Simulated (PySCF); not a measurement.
# Dipole response of C²⁺ (carbon, charge +2)

[He] 2s2, closed-shell 1S. Computed with PySCF 2.14 in x2c-QZVPPall with one added diffuse shell each of s, p, d, f type (8s5p4d3f1g, 73 functions), with the spin-free X2C one-electron Hamiltonian (Gaussian nucleus). Coupled (time-dependent) response in atomic units; α is the mean over directions.

| method | mean α (bohr³) | C₆ (like pair) | S(−4) |
| --- | --- | --- | --- |
| UHF | 4.493 | 7.077 | 22.99 |
| PBE | 4.204 | 6.461 | 19.89 |
| PBE0 | 4.262 | 6.585 | 20.48 |
| MN15 | 4.245 | 6.277 | 22.46 |
| LC-wPBE | 4.244 | 6.554 | 20.25 |

S(−4) is the Cauchy moment in α(ω) = α(0) + S(−4) ω² + …

α(iu) at PBE:

| u (hartree) | α(iu) (bohr³) |
| --- | --- |
| 0 | 4.204 |
| 0.0500 | 4.154 |
| 0.100 | 4.014 |
| 0.200 | 3.542 |
| 0.300 | 2.974 |
| 0.500 | 2.005 |
| 0.750 | 1.273 |
| 1.00 | 0.8726 |
| 1.50 | 0.4884 |
| 2.00 | 0.3160 |
| 3.00 | 0.1667 |
| 5.00 | 0.07212 |

For an ion, C₆ is the dispersion term alone; charge-induced terms of lower order in 1/R come first.
